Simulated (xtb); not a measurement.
CH₃Cl₃Sn, charge +1, doublet, geometry from GFN2-xTB (such geometries of metal compounds can be far from the true shape) (a state made from the parent by changing its charge; the spin is typed, not shown lowest).

The xtb input:
```
$ xtb mol.xyz --gfn 2 --chrg 1 --uhf 1 --hess --json

# file mol.xyz
8

C     -2.42894918    -0.34951557     0.10512035
Sn    -0.11256443    -0.01619755     0.00487158
Cl     0.69693254    -1.41027332    -1.66927410
Cl     0.22416278     2.22841157    -0.49496942
Cl     0.74012552    -0.57909556     2.09234901
H     -2.52298231    -1.39404234     0.38209361
H     -2.75334588     0.35236142     0.86586213
H     -2.76250924    -0.11507398    -0.90004999
```

### Question
What does this run give for the partial charges in atom order, zero-point energy, total energy?

### Answer

```yaml
partial_charges_in_atom_order: C1 -0.11, Sn2 0.43, Cl3 0.07, Cl4 0.07, Cl5 0.07, H6 0.15, H7 0.15, H8 0.15
zero_point_energy: 22.1 kcal/mol
total_energy: -19.0034 Eh
```
